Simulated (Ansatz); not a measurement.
Stepwise reaction of `[CH3][Nb]([CH3])(=[NH])[NH2]` with ammonia, as a gas-phase model of exchange steps in deposition or etching. ΔE in kJ/mol; ΔG adds harmonic PBE0-D4 terms to CCSD(T)/CBS, at 1 bar.

Gas-phase electronic energies from Ansatz, PBE0-D4/def2-TZVP geometries. CBS: MP2 limit from def2 TZ/QZ plus the TZ coupled-cluster correction, frozen cores. This one scheme is used for every species. DFT in def2-TZVPP. B3LYP here is the variant with VWN-RPA as its local correlation; programs differ in this. Elements past krypton have def2 core potentials. For Nb outer-core shells are correlated without core-valence functions, which leaves a few kJ/mol of doubt a bond. One conformer a species, not always the lowest.

| step | reaction | PBE-D4 | B3LYP-D4 | ωB97M-V | CCSD(T)/CBS | ΔG(600 K) |
| --- | --- | --- | --- | --- | --- | --- |
| 1 | `[CH3][Nb]([CH3])(=[NH])[NH2]` + NH₃ → `[CH3][Nb](=[NH])([NH2])[NH2]` + CH₄ | -110.8 | -116.2 | -111.1 | -110.5 | -95.4 |
| 2 | `[CH3][Nb](=[NH])([NH2])[NH2]` + NH₃ → `[NH]=[Nb]([NH2])([NH2])[NH2]` + CH₄ | -92.1 | -96.7 | -91.1 | -88.6 | -76.9 |

Problem. By hand: ΔE of the 2 steps together at CCSD(T)/CBS.

Solution. (-110.5) + (-88.6) = -199.1 kJ/mol, or -99.5 kJ/mol a step.

In ΔE each step is higher than the one before. All are downhill at CCSD(T)/CBS. ΔG lies between -95.4 and -76.9 kJ/mol a step. PBE-D4 differs from CCSD(T)/CBS by -3.5 to -0.3 kJ/mol a step. Only this route is followed, and other bonds may react first. Isolated molecules leave out the surface, adducts and barriers. Largest T1 diagnostic: 0.020.
